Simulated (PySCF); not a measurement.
**Re⁺: ionisation energy**

Re⁺ [Xe] 4f14 5d5 6s1 (7S) → Re²⁺ [Xe] 4f14 5d5 (6S), as a difference of total energies. Calculation: PySCF 2.14, in cc-pVDZ-PP with ECP60MDF (4s4p3d1f, 38 functions); a scalar-relativistic core potential. Correlated levels: valence: 5s2 5p6 frozen. The calculations carry no spin-orbit coupling.

| method | ionisation energy (eV) |
| --- | --- |
| UHF | 15.705 |
| TPSS | 16.854 |
| MN15 | 16.978 |
| MP2 (valence) | 16.218 |
| SCS-MP2 (valence) | 15.876 |

Problem. How much does correlation contribute at MP2 (valence)?

Solution. 16.218 − (15.705) = 0.513 eV, measured against UHF.

Errors of the correlated levels include the incompleteness of this basis and the frozen core.

For comparison: 16.6 ± 0.5 eV (semi-empirical (NIST evaluation); NIST Atomic Spectra Database, ionization energies).
